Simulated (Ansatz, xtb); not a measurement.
C4H3BrF2O2: which of two isomers lies lower

Structure I is `C=C(OC=O)C(F)(F)Br`, a singlet and structure II is `O=C(O)/C=C(\Br)C(F)F`, a singlet. Both are isolated molecules in the gas phase, relaxed with B3LYP/def2-SVP, each in the lowest conformer that the search found.

Which of the two would you expect CCSD(T)/def2-SVP + ΔMP2/def2-TZVPP electronic energies to favour?

Structure II; the calculation gives E(II) − E(I) = −0.722 eV.

The same difference at several levels:

| level | geometry | E(II) − E(I) (eV) | departure from the last row (eV) | job, with rough time for the two |
| --- | --- | --- | --- | --- |
| GFN2-xTB | GFN2-xTB | −0.427 | +0.295 | optimisation, 0.45 s |
| HF/STO-3G | GFN2-xTB | −0.061 | +0.661 | single point, 0.7 s |
| r2SCAN-D4/def2-SVP | GFN2-xTB | −0.543 | +0.179 | single point, 4.9 s |
| B3LYP/def2-SVP | B3LYP/def2-SVP | −0.575 | +0.147 | optimisation, 89 s |
| HF/def2-SVP | B3LYP/def2-SVP | −0.700 | +0.022 | part of the CCSD(T) run |
| MP2/def2-SVP | B3LYP/def2-SVP | −0.720 | +0.002 | part of the CCSD(T) run |
| CCSD(T)/def2-SVP | B3LYP/def2-SVP | −0.645 | +0.077 | single point |
| CCSD(T)/def2-SVP + ΔMP2/def2-TZVPP | B3LYP/def2-SVP | −0.722 |  | single point, 3.7 min |

As drawn, II has 1 C–C, 1 O–H in place of 1 C–O, 1 C–H.

The levels shown agree on the order. The largest departure from CCSD(T)/def2-SVP + ΔMP2/def2-TZVPP is that of HF/STO-3G, 0.661 eV. The last row adds to CCSD(T) the change of the MP2 difference between the two basis sets, here −0.077 eV.

With thermal terms from frequencies at re-optimised GFN2-xTB minima (ideal gas, soft modes damped towards free rotors, one conformer each, 298.15 K, 1 atm): on the last row, ΔE + ΔZPE = −0.685, ΔH = −0.688, ΔG = −0.699 eV.

The correlated steps freeze 17 core orbitals; the filled d shell of Br is correlated, in a basis made for valence electrons. Codes used: Ansatz 0.2.0, xtb 6.7.1; the last row on 4 threads of Arm Neoverse V1 on a shared host.
